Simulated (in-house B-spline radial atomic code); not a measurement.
**RPA and G0W0 on BLYP: Sc VII (Sc6+)**

Configuration [Ne] 3s2 3p3, highest spin, mean-field start BLYP. Computed with an all-electron radial atomic-structure program (B-spline basis): all electrons, non-relativistic, point nucleus, each spin shell either full or empty, empty states to l = 9 with an (l + 1/2)⁻⁴ tail; G0W0 by contour deformation at full frequency.

Command:
```bash
python run_gw.py task.json out
```
Settings (radii: box in bohr, nucleus in fm):
```
Z                        21
electrons                15
configuration            [Ne] 3s2 3p3
hamiltonian              nr
method                   b88,lyp
lmax                     9
spin_polarised           True
box_radius               9.29
intervals                48
```

Run time, properties included: 1.9 s on 1 thread of Arm Neoverse N1, with other jobs on the host.

Energies (hartree):

```json
{"term": "mean-field total", "value": "-748.86962"}
{"term": "Hartree-Fock functional on these orbitals", "value": "-748.21742"}
{"term": "direct second order", "value": "-1.1045"}
{"term": "second-order exchange", "value": "0.40235"}
{"term": "SOSEX correction", "value": "0.36333"}
```

(1) What is the RPA correlation energy, and what remains with SOSEX?

Quasi-particle levels (eV):

```tsv
level	occupied	mean field	Σx - vxc	Σc	QP weight	G0W0
3p up	yes	-126.04	-10.66	?	?	?
3s down	yes	-142.36	-6.80	-3.25	0.955	-152.41
2p down	yes	-494.84	-36.30	8.09	0.912	-523.06
3p down	no	-120.26	12.43	-3.64	0.948	-111.47
```

G0W0 = mean field + (Σx - vxc) + Σc, with Σc (partial-wave tail included) taken at the quasi-particle energy. Only the outer levels were computed. Levels of low weight are left out.

(2) Where does G0W0 put 3p up?

Results:

(1) RPA gives -0.96743 hartree (-1.76 eV per electron); RPA + SOSEX gives -0.6041, and the second-order doubles -0.70211 hartree (no singles). SOSEX takes back 38 % of the RPA value.

(2) At -136.80 eV, with Σc = -0.10 eV and a quasi-particle weight of 0.948. The tabulated removal energy is 137.99 ± 0.25 eV (NIST, semi-empirical); the calculation leaves out relativity, Breit and QED terms, and what these don't explain is the method's own error.
